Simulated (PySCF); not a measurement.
Excitations are Tamm–Dancoff values on a coarser integration grid. The basis has no diffuse functions, so Rydberg states are missing or too high.

Cartesian coordinates (Å):
SMILES: OB(Br)Br
```xyz
5

O     -0.9689    -0.5631    -0.0164
B      0.2762    -0.0758    -0.0031
Br     0.6042     1.8202     0.0616
Br     1.7384    -1.2982    -0.0498
H     -1.6499     0.1169     0.0077
```
Charge 0, spin multiplicity 1.

Predict the S1–T1 gap (TDA), LUMO and dipole moment from PBE0-D3(BJ)/def2-TZVP run with PySCF.


The S1–T1 gap (TDA) comes out as 0.17 eV and the LUMO is -0.72 eV. The dipole moment is 1.76 D.
